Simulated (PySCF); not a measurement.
Relaxation of singlet LaSBr

Method: PBE0 in PySCF with La def2-TZVP with ECP46, S def2-TZVP, Br def2-TZVP; scalar-relativistic core potentials, no spin–orbit coupling; density-fitted integrals. A (50,194) grid was used.

A start displaced from a saddle point along its imaginary mode, of Cs symmetry, held to at least that symmetry:

```xyz
3
charge 0 multiplicity 1, angstrom
La    0.0003    0.1057   -0.6098
S    -0.0006   -0.2500   -3.0547
Br   -0.0002   -0.0848    2.3109
```

Optimiser trace:
```csv
step,E − E(last) (kJ/mol),largest gradient (Eh/bohr)
0,50.35,0.01031
1,47.22,0.00623
2,28.47,0.01056
3,15.05,0.01720
4,10.06,0.01436
5,3.79,0.01672
6,2.68,0.01449
7,1.03,0.00733
8,0.11,0.00067
9,0.00,0.00018
10,0.00,0.00002
```

It ends at Cs with La–Br 2.784 Å, La–S 2.414 Å; Br–La–S 112.5° (after a last refinement on a finer grid). The frequency run here used a shortcut that can spoil soft modes, so no verdict on minimum or saddle point is given. Other isomers or separated fragments may lie lower.

Final geometry:
```xyz
3
charge 0 multiplicity 1, angstrom
La    0.0015    0.6137   -0.5345
S    -0.0022   -0.9091   -2.4078
Br   -0.0017   -0.7090    1.9149
```

The relaxation took of the order of 100 core-seconds on a shared host.
